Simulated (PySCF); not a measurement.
Below is a simulated gas-phase N 1s photoelectron spectrum of `c1c(F)nn(n1)C`.

Every computed line was given a Gaussian of 0.6 eV full width at half maximum and an area set by the number of equivalent atoms; the highest printed point is 100. Method: delta-SCF UKS SCAN, pcX-2 on the ionised atom, pcseg-1 elsewhere, spin-free X2C in PySCF.

binding energy (eV), intensity and a bar:
```
    405.1          0 
    405.2          1 
    405.3          2 #
    405.4          7 ##
    405.5         15 #####
    405.6         30 #########
    405.7         51 ###############
    405.8         74 ######################
    405.9         93 ############################
    406.0        100 ##############################
    406.1         92 ############################
    406.2         73 ######################
    406.3         50 ###############
    406.4         29 #########
    406.5         15 ####
    406.6          6 ##
    406.7          2 #
    406.8          1 
    406.9          0 
    407.0          0 
    407.1          0 
    407.2          0 
    407.3          0 
    407.4          0 
    407.5          1 
    407.6          2 #
    407.7          5 #
    407.8         11 ###
    407.9         20 ######
    408.0         31 #########
    408.1         42 #############
    408.2         49 ###############
    408.3         49 ###############
    408.4         42 #############
    408.5         31 #########
    408.6         19 ######
    408.7         10 ###
    408.8          5 #
    408.9          2 #
    409.0          1 
    409.1          0
```

Q: How many maxima does the curve show, and how many computed lines lie under it?

A: The curve has 2 maxima (at 406.0 and 408.2 eV). Under it lie 3 lines from 3 inequivalent nitrogen sites. At this width some lines have no maximum of their own.

Q: Decompose the envelope and assign each component. Numbering: `[CH3:1][n:2]1[n:3][cH:4][c:5]([F:6])[n:7]1`.

A: 
```csv
position (eV),relative area,line,atoms,environment
405.97,1,N 1s,N7,pyridine-type nitrogen
406.02,1,N 1s,N3,pyridine-type nitrogen
408.25,1,N 1s,N2,pyrrole-type nitrogen
```

The listed N 1s values span 2.28 eV, from N7 (bonded to N (aromatic in the SMILES) and C (aromatic in the SMILES)) to N2 (bonded to 2 N (aromatic in the SMILES) and C). The widest gap between neighbouring values is 2.23 eV, between 406.02 and 408.25 eV. Summing the Pauling electronegativity differences to the bonded atoms, each weighted by its formal bond order, gives -0.74 for the lowest site and -0.49 for the highest; no listed site has a larger sum than the highest. The values 405.97 and 406.02 eV lie too close for their order to be trusted.

No satellites, vibrations or lifetime broadening are included. Isolated species at its GFN2-xTB geometry, gas phase.
